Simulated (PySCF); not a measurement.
B(Br)2(NH2) (BBr₂H₂N), SMILES NB(Br)Br.

Geometry optimised at B3LYP-D3(BJ)/def2-SVP. One conformer was computed; it need not be the lowest.

These are PySCF with HF/def2-TZVP values and carry that method's errors.

Symmetry labels are those of the subgroup C2v that the program uses (full group C2v).

Computed valence orbital energies around the gap with their symmetry:
```
orbital  symmetry  energy (eV)
-------  --------  -----------
HOMO−7         B2       -19.39
HOMO−6         A1       -15.69
HOMO−5         B1       -13.83
HOMO−4         B2       -13.53
HOMO−3         A1       -11.89
HOMO−2         B1       -11.46
HOMO−1         A2       -11.40
HOMO           B2       -11.04
LUMO           A1         3.13
LUMO+1         B1         3.47
LUMO+2         A1         4.40
LUMO+3         B2         4.48
```
